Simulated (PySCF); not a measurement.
## Correlation energy of P (phosphorus, neutral)

[Ne] 3s2 3p2 4s1, 4s spin antiparallel (an excited configuration). Computed with PySCF 2.14 in aug-cc-pV(T+d)Z with one added diffuse shell each of s, p, d, f type (7s6p5d3f, 71 functions), with no relativity, point nucleus. Frozen: [Ne]; 5 electrons correlated.

MP2 pair energies summed by pair of shells (mhartree):

```
 pair  energy  share (%)
3s-3p  -38.76       55.4
3s-3s  -17.09       24.4
3p-3p   -6.53        9.3
3p-4s   -4.55        6.5
3s-4s   -3.04        4.3
```

Total MP2 correlation energy: -69.98 mhartree.

Same-spin part -12.38 and opposite-spin part -57.59 mhartree; SCS-MP2 scales them by 1/3 and 6/5 to -73.24 mhartree.
